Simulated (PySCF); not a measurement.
**Relaxation of singlet H₃TaS**

All numbers come from PBE0/[Ta def2-TZVP with ECP60, S def2-TZVP, H def2-TZVP], scalar-relativistic core potentials, density fitting, no spin–orbit coupling, PySCF. A (50,194) grid was used.

A hand-made square planar start, of C2v symmetry, held to at least that symmetry:

```xyz
5
charge 0 multiplicity 1, angstrom
Ta    0.0000    0.3174    0.0000
S     0.0000   -1.8826    0.0000
H     1.7800    0.3174    0.0000
H     0.0000    2.0974    0.0000
H    -1.7800    0.3174    0.0000
```

Task: What does it relax to?

Result: It ends at C2v with Ta–H 1.774 Å (×2), Ta–H 1.853 Å, Ta–S 2.194 Å; H–Ta–H 65.7° (×2), H–Ta–H 131.4°, H–Ta–S 114.3° (×2), H–Ta–S 180.0°. A frequency run shows 2 imaginary modes, down to 935i cm⁻¹, so it is a higher-order saddle point. Other isomers or separated fragments may lie lower.

Task: How much energy is released, and in how many steps?

Result: 96.7 kJ/mol in 10 steps.

Stability towards spin polarisation was not tested. With an element this heavy the missing spin–orbit coupling can shift these numbers.
